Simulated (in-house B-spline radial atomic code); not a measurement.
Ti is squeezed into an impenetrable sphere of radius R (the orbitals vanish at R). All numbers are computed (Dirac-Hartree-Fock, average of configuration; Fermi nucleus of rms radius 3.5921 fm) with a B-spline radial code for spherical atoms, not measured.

Energies in eV above the free atom in [Ar] 3d2 4s2:

```json
{"R (bohr)": "9.1", "highest level (eV)": "-5.95", "[Ar] 3d2 4s2": "0.1082", "[Ne] 3s2 3p5 3d3 4s2": "36.52", "[Ar] 3d2 4s1 4f1": "9.044"}
{"R (bohr)": "6.89", "highest level (eV)": "-5.29", "[Ar] 3d2 4s2": "0.912", "[Ne] 3s2 3p5 3d3 4s2": "37.28", "[Ar] 3d2 4s1 4f1": "13.4"}
{"R (bohr)": "5.1", "highest level (eV)": "-2.6", "[Ar] 3d2 4s2": "5.182", "[Ne] 3s2 3p5 3d3 4s2": "41.44", "[Ar] 3d2 4s1 4f1": "23.54"}
{"R (bohr)": "4.09", "highest level (eV)": "2.79", "[Ar] 3d2 4s2": "15.06", "[Ne] 3s2 3p5 3d3 4s2": "51.33", "[Ar] 3d2 4s1 4f1": "38.78"}
{"R (bohr)": "3.72", "highest level (eV)": "6.87", "[Ar] 3d2 4s2": "23.05", "[Ne] 3s2 3p5 3d3 4s2": "59.46", "[Ar] 3d2 4s1 4f1": "49"}
{"R (bohr)": "3.01", "highest level (eV)": "23.1", "[Ar] 3d2 4s2": "57.36", "[Ne] 3s2 3p5 3d3 4s2": "94.66", "[Ar] 3d2 4s1 4f1": "86.25"}
{"R (bohr)": "2.6", "highest level (eV)": "44", "[Ar] 3d2 4s2": "105.9", "[Ne] 3s2 3p5 3d3 4s2": "144.5", "[Ar] 3d2 4s1 4f1": "132.8"}
{"R (bohr)": "2.01", "highest level (eV)": "118", "[Ar] 3d2 4s2": "303.5", "[Ne] 3s2 3p5 3d3 4s2": "345.8", "[Ar] 3d2 4s1 4f1": "308.7"}
{"R (bohr)": "1.79", "highest level (eV)": "176", "[Ar] 3d2 4s2": "479.9", "[Ne] 3s2 3p5 3d3 4s2": "523.7", "[Ar] 3d2 4s1 4f1": "462"}
{"R (bohr)": "1.26", "highest level (eV)": "527", "[Ar] 3d2 4s2": "1759", "[Ne] 3s2 3p5 3d3 4s2": "1796", "[Ar] 3d2 4s1 4f1": "1570"}
```

**Question.** Does [Ne] 3s2 3p5 3d3 4s2 fall below [Ar] 3d2 4s2 under compression?

**Answer.** No, it stays above over the whole range.

**Question.** Does [Ar] 3d2 4s1 4f1 fall below [Ar] 3d2 4s2 under compression?

**Answer.** Yes, between R = 2.01 and 1.79 bohr the order changes (near 1.96 bohr by linear interpolation).

The highest level is first positive in the row R = 4.09 bohr, pushed up by confinement above the zero of the free ion's potential. Each configuration is held fixed and needn't be the lowest in the sphere.
